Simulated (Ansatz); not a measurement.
Computed with Ansatz on PBE0-D4/def2-TZVP structures; ΔE is electronic, products minus reactants. CCSD(T)/CBS adds triple-zeta CCSD(T) − MP2 to the extrapolated MP2 energy (def2 sets, frozen cores). Functionals use def2-TZVPP. B3LYP here is the variant with VWN-RPA as its local correlation; programs differ in this. def2 core potentials past Kr. For Sn outer-core shells are correlated without core-valence functions, which leaves a few kJ/mol of doubt a bond. One conformer a species, not always the lowest.

Reaction (redistribution): `C[S][Sn][S]C` + `CCBO[SiH3]` → `C[S][Sn][O][SiH3]` + `CCBSC`

**Question.** Is it downhill or uphill in electronic energy at CCSD(T)/CBS, and by how much? (An estimate is asked.)

**Answer.** Ansatz gave: Uphill: ΔE = +0.37 eV.

**Question.** What do these levels give: PBE-D4, r2SCAN-D4, PBE0-D4, ωB97X-V, B2PLYP, PBE0, B3LYP, HF/def2-TZVPP, CCSD/def2-TZVPP, SCS-MP2/def2-QZVPP, HF/CBS(def2), MP2/CBS(def2)? (Best estimate.)

**Answer.** Computed: PBE-D4 0.35, r2SCAN-D4 0.35, PBE0-D4 0.40, ωB97X-V 0.34, B2PLYP 0.37, PBE0 0.39, B3LYP 0.40, HF/def2-TZVPP 0.49, CCSD/def2-TZVPP 0.38, SCS-MP2/def2-QZVPP 0.36, HF/CBS(def2) 0.49, MP2/CBS(def2) 0.37 eV.

Largest T1 diagnostic among the species: 0.016.

In def2-TZVPP, CCSD(T) changes the Hartree–Fock value by −0.13 eV (the triples alone add −0.01 eV) and MP2 by −0.13 eV. From PBE to PBE0 (25 % exact exchange), in def2-TZVPP and without D4, ΔE moves by +0.05 eV.
